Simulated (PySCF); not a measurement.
Se(Br)(Me) (CH₃BrSe), SMILES C[Se]Br. Atoms are numbered in the order given.

```xyz
6

Se     0.4992    -0.9275     0.0000
Br    -0.1231     1.3496     0.0000
C     -1.3028    -1.6907     0.0000
H     -1.1565    -2.7822     0.0000
H     -1.8451    -1.3880    -0.9046
H     -1.8451    -1.3880     0.9046
```
Charge 0, spin multiplicity 1.

The structure is a stationary point at B3LYP-D3(BJ)/def2-SVP.

Calculation: ωB97X/def2-TZVPD (PySCF).

Symmetry labels are those of the subgroup Cs that the program uses (full group Cs).

Computed valence orbital energies around the gap with their symmetry:
```
orbital  symmetry  energy (eV)
-------  --------  -----------
HOMO−7         A'       -20.37
HOMO−6         A'       -15.12
HOMO−5         A"       -14.99
HOMO−4         A'       -13.21
HOMO−3         A'       -12.08
HOMO−2         A"       -11.50
HOMO−1         A'       -10.64
HOMO           A"        -8.88
LUMO           A'        -0.39
LUMO+1         A'         1.53
LUMO+2         A'         1.81
LUMO+3         A'         1.85
```
